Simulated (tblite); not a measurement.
Compound: C3H5F3O.
Geometry (GFN2-xTB, Å), atoms numbered from 1 in this order:
```
atom  x, y, z in Å
C1     1.8039    0.0608   -0.1858
C2     0.3159    0.0596   -0.4742
O3    -0.3736   -0.0879    0.7883
C4    -1.6838   -0.1050    0.7181
F5    -2.2195    1.0159    0.1906
F6    -2.1793   -1.1074   -0.0378
F7    -2.2018   -0.2449    1.9312
H8     2.0920   -0.8707    0.2921
H9     2.3515    0.1705   -1.1171
H10    2.0544    0.8843    0.4762
H11    0.0022    1.0009   -0.9382
H12    0.0394   -0.7768   -1.1251
```

Calculated harmonic vibrations of the isolated species, GFN2-xTB (tblite), most abundant isotopes, no scaling. This tight-binding method is rough: wavenumbers can miss measured ones by several per cent, in bad cases by 10 to 20. One conformer, not necessarily the lowest.

Harmonic wavenumbers (cm⁻¹): 48.0, 99.9, 166.4, 205.2, 329.5, 389.2, 391.3, 534.3, 555.3, 609.7, 835.1, 836.5, 946.8, 998.0, 1076.5, 1087.8, 1142.2, 1142.4, 1237.9, 1250.3, 1337.5, 1399.4, 1463.0, 1464.3, 1484.7, 2931.0, 2941.4, 3057.8, 3062.4, 3064.3.

A = 5085, B = 1642, C = 1609 MHz; mass 114.029 u (most abundant isotopes); point group Cs, symmetry number 1.

Task: What is the zero-point energy?

Result: Half the sum of the wavenumbers: 18044 cm⁻¹ = 51.59 kcal/mol.

Task: What is S at 400 K and 1 bar for an ideal gas of classical rigid rotors and harmonic oscillators?

Result: Translation 41.60, rotation 28.45, vibration 25.29: S = 95.3 cal/(mol K).

Task: And Cp and H(400 K) − H(0)?

Result: Cp = 33.61 cal/(mol K), of which vibrations give 25.66 (their classical limit is 30 R = 59.6); H(400 K) − H(0) = 8.42 kcal/mol without the zero-point energy, 5.24 from vibrations.

Task: Which modes carry the vibrational entropy at 400 K?

Result: 48.0 cm⁻¹: 5.48; 99.9 cm⁻¹: 4.03; 166.4 cm⁻¹: 3.04; 205.2 cm⁻¹: 2.64; 329.5 cm⁻¹: 1.76; 389.2 cm⁻¹: 1.47 cal/(mol K); the other 24 give 6.87 together.

Task: What must be added to the electronic energy to get the Gibbs energy at 400 K and 1 bar?

Result: ZPE + [H(400 K) − H(0)] − T·S = 51.59 + 8.42 − 38.13 = 21.88 kcal/mol.

Task: Blend soft modes into free rotors: weight 1/[1 + (100 cm⁻¹/ν̃)⁴] for the oscillator and the rest for a rotor with moment μB/(μ + B), μ = h/(8π²ν), B = 10⁻⁴⁴ kg m². What vibrational entropy results?

Result: 23.27 cal/(mol K) in place of 25.29, which changes −T·S at 400 K by +0.81 kcal/mol.

Task: How do the functions run with temperature in this model?

Result: 
```
 T (K)  S (cal/(mol K))  Cp (cal/(mol K))  H − H(0) (kcal/mol)  G − H(0) (kcal/mol)  ln q(vib)
   150             71.1              18.0                 1.94                -8.73       1.96
   250             81.8              24.4                 4.06               -16.40       3.64
298.15             86.4              27.4                 5.31               -20.45       4.44
   600            110.9              42.9                16.14               -50.37       9.38
   900            130.0              51.4                30.41               -86.61      13.93
```

q(vib) and H(0) count from the zero-point level.

Hindered rotation and anharmonicity are outside this model. Other conformers, if any are populated, would add a mixing term that is left out.
